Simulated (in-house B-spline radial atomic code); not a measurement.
The numbers below are computed, except where a source is named.
Light and heavy implants in Si at 5 keV

The pair potential comes from two frozen, spherical free-atom densities (PBE, B-spline radial code, scalar-relativistic past argon): electrostatics plus the change in Thomas-Fermi kinetic and Dirac exchange energy where they overlap, the recipe behind the universal ZBL potential, which averages such potentials (from solid-state densities) over many pairs. It is written V = (Z1 Z2 e²/r) φ(r/a), with e² = 14.3996 eV·Å and a = 0.46850 Å/(Z1^0.23 + Z2^0.23); ZBL's fit is φ = 0.18175 e^(−3.1998x) + 0.50986 e^(−0.94229x) + 0.28022 e^(−0.4029x) + 0.02817 e^(−0.20162x). Where φ falls below 4e-4 it is continued as an exponential.

The target, Si, is taken as amorphous, density 2.329 g/cm³ (NSM archive of the Ioffe Institute); nuclear stopping from classical scattering on these potentials, electronic stopping by Lindhard and Scharff, compounds by atom fraction, projected range from N (S_n + S_e) dR_p/dE = 1 − N S_n (M2/M1) R_p/(2E), which runs up to 8 % short of the full integral equation; no channelling. Lindhard and Scharff's S_e can be off by tens of per cent.

| ion | mass (u) | N S_n (eV/nm) | N S_e (eV/nm) | S_n = S_e at (keV) | path (nm) | projected range (nm) |
| --- | --- | --- | --- | --- | --- | --- |
| N | 14.01 | 158 | 53.4 | 26 | 30.5 | 14.6 |
| O | 16.0 | 193 | 55.3 | 34 | 26.6 | 13.2 |
| Al | 26.98 | 371 | 60.4 | 99 | 16.7 | 9.77 |
| Ge | 72.63 | 781 | 63.5 | 680 | 10.3 | 7.8 |
| As | 74.92 | 793 | 63.6 | 730 | 10.2 | 7.75 |
| Te | 127.6 | 974 | 61 | 2000 | 9.3 | 7.74 |

Question: How do the nuclear share and the range change from the lightest ion to the heaviest?

Answer: The nuclear share goes from 75 % for N to 94 % for Te, and the projected range from 14.6 to 7.74 nm, a factor of 1.9. S_e changes by a factor of 1.14, since the heavy ion is slower but has the larger Z1, while S_n grows 6-fold. The heavy ion also keeps its direction better: R_p is 0.83 of the path, against 0.48.

Question: With a displacement energy of 15 eV taken for illustration, how many displacements per nanometre does N start at entry, by the rule 0.8 E_damage/(2 E_d)?

Answer: Taking all nuclear loss as damage energy, an upper bound, 0.8 × 158/(2 × 15) = 4.21 per nm.
